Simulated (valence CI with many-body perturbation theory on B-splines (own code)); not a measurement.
**E1 transitions of Ce IX**

Calculated by configuration interaction combined with many-body perturbation theory (CI+MBPT): four valence electrons over a frozen Dirac-Fock core [Kr] 4d10, a basis of 7 s, 7 p, 7 d, 7 f, 4 g, 2 h functions for each j, with the one-electron correlation potential Σ1 (screened to all orders), the two-electron term Σ2, the three-electron term Σ3, Breit, model QED; selected single and double excitations, second order for the rest, scaled by the run's own slope (own B-spline code, finite nucleus).

No measured levels were compared; by estimate levels hold to about 250 cm⁻¹ or 0.2 % of their energy and the worst to 1 %, as in measured heavy ions of charge 2 to 7; those with d or f electrons hold less well. Among the levels kept, up to 470 cm⁻¹ of a level comes from second order outside the variational space, and about a tenth of that is noise between levels of different J, which matters for small intervals.

Lines 251 to 300 of 552 in falling wavelength, among levels below 354800 cm⁻¹, chosen from the strongest by gf and those to the six lowest levels. Wavelengths and rates use the calculated energies, so an error of 200 cm⁻¹ moves a line at 455.7 Å by 0.091 % and its rate by three times that or more. Electric multipoles are in the length gauge, E1 and E2 with the static RPA response of the core. Weak lines are less certain than strong ones. Lines between different terms over intervals too small for the method are left out, as are lines whose strength nearly cancels. Where a level lies close to another of its J and parity, the split of strength between their lines is uncertain. The highest levels of a list are the least certain.

Names give the largest LS component (configuration and term), which can be under half, so a name can repeat, a term be missing and a line seem to break the LS rules; names also repeat where a configuration has a term twice. Letters in brackets count levels of one name in rising energy.

| λ vac (Å) | Upper | Lower | A (s⁻¹) | log gf | Branch % |
| --- | --- | --- | --- | --- | --- |
| 455.7 | 4f 5s2 5d 1G°_4 | 4f 5s2 5p 1G_4 | 1.36e+09 | -0.42 | 7.6 |
| 454.3 | 5s2 5p 5d 3F°_2 [b] | 5s2 5p2 3P_2 [b] | 7.75e+08 | -0.92 | 5.1 |
| 454.0 | 4f2 5s 5p 3F°_4 [b] | 4f 5s2 5p 1G_4 | 5.92e+08 | -0.78 | 8.2 |
| 453.0 | 4f2 5s 5p 3F°_3 [b] | 4f 5s2 5p 1G_4 | 2.91e+09 | -0.20 | 18.1 |
| 452.8 | 4f 5s 5p2 1D°_2 [c] | 4f 5s2 5p 1F_3 | 2.72e+09 | -0.38 | 12.1 |
| 452.5 | 4f 5s 5p2 3F°_2 [a] | 5s2 5p2 3P_1 | 1.76e+08 | -1.57 | 10.8 |
| 450.3 | 4f 5s2 5d 1D°_2 | 4f 5s2 5p 1D_2 | 7.41e+09 | 0.05 | 55.1 |
| 450.2 | 4f 5s2 5d 3F°_2 [a] | 4f 5s2 5p 3D_1 | 1.88e+09 | -0.54 | 14.4 |
| 450.1 | 4f2 5s 5p 5G°_2 [a] | 4f 5s2 5p 3G_3 | 3.44e+08 | -1.28 | 2.7 |
| 449.8 | 4f 5s 5p2 3G°_3 [b] | 5s2 5p2 3P_2 [a] | 3.12e+08 | -1.18 | 10.0 |
| 449.6 | 5s2 5p 5d 3D°_3 | 4f 5s2 5p 3G_4 | 1.00e+09 | -0.67 | 4.1 |
| 449.1 | 4f2 5s 5p 5G°_2 [b] | 4f 5s2 5p 3G_3 | 4.77e+08 | -1.14 | 4.0 |
| 446.4 | 4f 5s 5p2 1F°_3 [c] | 4f 5s2 5p 3D_2 | 1.38e+09 | -0.54 | 6.2 |
| 446.1 | 4f2 5s 5p 3H°_6 [c] | 4f 5s2 5p 3G_5 | 1.04e+09 | -0.39 | 78.0 |
| 445.6 | 4f 5s 5p2 3F°_2 [b] | 5s2 5p2 3P_2 [a] | 7.53e+08 | -0.95 | 19.1 |
| 445.5 | 4f 5s2 5d 3F°_3 | 4f 5s2 5p 1D_2 | 4.06e+08 | -1.07 | 3.0 |
| 444.5 | 4f2 5s 5p 3G°_4 [c] | 4f 5s2 5p 1G_4 | 2.80e+09 | -0.13 | 28.3 |
| 443.5 | 4f 5s 5p2 3F°_3 [b] | 5s2 5p2 3P_2 [a] | 1.82e+08 | -1.42 | 6.2 |
| 442.9 | 4f 5s 5p2 3D°_2 [c] | 4f 5s2 5p 3F_2 | 1.69e+09 | -0.61 | 8.9 |
| 442.3 | 4f2 5s 5p 3G°_5 [b] | 4f 5s2 5p 3G_5 | 6.09e+08 | -0.71 | 28.0 |
| 441.9 | 4f2 5s 5p 3F°_2 [c] | 4f 5s2 5p 3D_1 | 5.85e+08 | -1.07 | 11.7 |
| 441.9 | 4f 5s2 5d 1G°_4 | 4f 5s2 5p 3D_3 | 1.55e+09 | -0.39 | 8.7 |
| 440.8 | 4f 5s2 5d 1G°_4 | 4f 5s2 5p 3G_5 | 6.90e+08 | -0.74 | 3.9 |
| 440.6 | 4f 5s 5p2 3D°_2 [c] | 4f 5s2 5p 3F_3 | 2.39e+09 | -0.46 | 12.6 |
| 440.5 | 4f 5s2 5d 3F°_2 [b] | 4f 5s2 5p 1D_2 | 2.19e+09 | -0.50 | 12.3 |
| 440.3 | 4f2 5s 5p 3F°_4 [b] | 4f 5s2 5p 3D_3 | 1.36e+09 | -0.45 | 18.7 |
| 440.3 | 4f 5s 5p2 3P°_2 | 5s2 5p2 3P_2 [b] | 1.30e+09 | -0.72 | 6.0 |
| 439.8 | 4f 5s2 5d 3H°_4 | 4f 5s2 5p 1G_4 | 5.20e+08 | -0.87 | 2.2 |
| 439.7 | 4f 5s 5p2 3D°_1 [c] | 4f 5s2 5p 3F_2 | 3.84e+09 | -0.48 | 18.9 |
| 439.2 | 4f2 5s 5p 3F°_4 [b] | 4f 5s2 5p 3G_5 | 6.64e+08 | -0.76 | 9.2 |
| 439.1 | 4f2 5s 5p 3G°_5 [a] | 4f 5s2 5p 3F_4 | 3.04e+08 | -1.01 | 45.1 |
| 438.9 | 4f 5s 5p2 3G°_5 [c] | 4f 5s2 5p 3G_4 | 4.55e+09 | 0.16 | 24.9 |
| 438.3 | 5s2 5p 5d 3D°_1 | 5s2 5p2 3P_2 [b] | 6.14e+08 | -1.28 | 2.1 |
| 437.3 | 4f2 5s 5p 3D°_1 [c] | 4f 5s2 5p 3D_1 | 2.14e+09 | -0.74 | 17.5 |
| 436.3 | 4f 5s2 5d 3H°_5 | 4f 5s2 5p 1G_4 | 3.59e+08 | -0.95 | 1.8 |
| 436.3 | 4f2 5s 5p 1F°_3 | 4f 5s2 5p 1G_4 | 1.74e+09 | -0.46 | 12.4 |
| 436.0 | 4f2 5s 5p 3F°_3 [c] | 4f 5s2 5p 3D_3 | 6.93e+08 | -0.86 | 10.8 |
| 435.9 | 4f2 5s 5p 3I°_5 [a] | 4f 5s2 5p 3G_4 | 2.83e+08 | -1.05 | 24.6 |
| 435.0 | 5s2 5p 5d 3F°_2 [a] | 5s2 5p2 3P_2 [a] | 2.48e+09 | -0.45 | 49.6 |
| 435.0 | 4f 5s 5p2 3F°_3 [c] | 4f 5s2 5p 3F_3 | 4.00e+08 | -1.10 | 2.5 |
| 434.6 | 4f2 5s 5p 3G°_5 [b] | 4f 5s2 5p 3F_4 | 6.66e+08 | -0.68 | 30.6 |
| 432.9 | 4f 5s 5p2 3F°_2 [b] | 5s2 5p2 3P_1 | 3.87e+08 | -1.26 | 9.8 |
| 432.9 | 4f 5s2 5d 3F°_3 | 4f 5s2 5p 1G_4 | 4.86e+08 | -1.02 | 3.6 |
| 432.0 | 4f 5s 5p2 3D°_2 [c] | 4f 5s2 5p 3G_3 | 2.36e+08 | -1.48 | 1.2 |
| 431.8 | 4f2 5s 5p 3G°_4 [b] | 4f 5s2 5p 1F_3 | 3.52e+08 | -1.05 | 12.7 |
| 431.5 | 4f2 5s 5p 3F°_4 [b] | 4f 5s2 5p 3F_4 | 2.16e+09 | -0.27 | 29.8 |
| 431.1 | 4f 5s 5p2 1F°_3 [c] | 4f 5s2 5p 1F_3 | 1.19e+09 | -0.64 | 5.4 |
| 430.3 | 4f 5s 5p2 3D°_2 [b] | 5s2 5p2 3P_2 [a] | 7.50e+08 | -0.98 | 10.5 |
| 429.9 | 4f2 5s 5p 3F°_4 [c] | 4f 5s2 5p 1G_4 | 2.31e+09 | -0.24 | 29.8 |
| 429.8 | 4f2 5s 5p 3H°_4 [a] | 4f 5s2 5p 3G_3 | 1.51e+08 | -1.42 | 12.4 |

(1) How does gf follow from A for the line at 450.2 Å?

## Answers

(1) gf = 1.4992 × (2J+1)_upper × A / σ², with σ = 222108 cm⁻¹ and 2J+1 = 5: gf = 0.286.
